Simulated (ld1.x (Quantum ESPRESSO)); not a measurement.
**Configuration tests for Sn (PAW)**

tin (Sn), PAW, made with ld1.x (Quantum ESPRESSO) 7.5 (LDA (PZ), fully relativistic). Core [Ar] 3d10 4s2, reference 4p6 4d10 5s2 5p1.5 (charge +0.5). Waves: 5s (bound): rcut 1.30, rcutus 1.80 bohr; 5s channel at -0.1 Ry: rcut 1.30, rcutus 1.80 bohr; 4p (bound): rcut 1.30, rcutus 1.50 bohr; 5p (bound): rcut 1.30, rcutus 1.50 bohr; 4d (bound): rcut 0.85, rcutus 1.00 bohr; 4d channel at -1.3 Ry: rcut 0.85, rcutus 1.00 bohr. Local part: all-electron potential smoothed inside 1.80 bohr (lloc = -1). Core correction: Bessel-smoothed model core, default radius (core density twice the valence density). Augmentation charge: BESSEL, radius 0.70 bohr.

Open shells are filled in proportion to 2j + 1 (rel_dist='average').

Energies are relative to the spin-unpolarised reference configuration 4p6 4d10 5s2 5p1.5; without spin polarisation the order of configurations can differ from experiment. Not all tests gave a result: test run stopped at test 7 of 7 (negative rho). The frozen-core shift is the all-electron ΔE with the core orbitals held at their reference shape minus the fully relaxed ΔE.

```
valence configuration  charge  ΔE all-electron (eV)  error AE − PS (meV)  frozen-core shift (meV)
     4p6 4d10 5s2 5p2       0                -2.723                 +0.2                      0.0
     4p6 4d10 5s2 5p1      +1                 4.389                 +0.5                      0.0
     4p6 4d10 5s2 5p0      +2                18.672                 +6.3                      0.0
     4p6 4d10 5s1 5p3       0                 4.332                  +10                     -0.1
      4p6 4d9 5s2 5p2      +1                30.029                  +34                      +17
```

What are ΔE and the potential's error for 4p6 4d10 5s1 5p2?

ΔE = 12.103 eV all-electron; the error (AE − PS) is +4.7 meV.

A variational frozen-core shift is positive and of second order in the change. This column holds negative values, so the frozen-core run of ld1.x carries numerical noise or an error of first order here, and the column gives no more than the rough size of the effect.

The ghost test of this file was not conclusive.
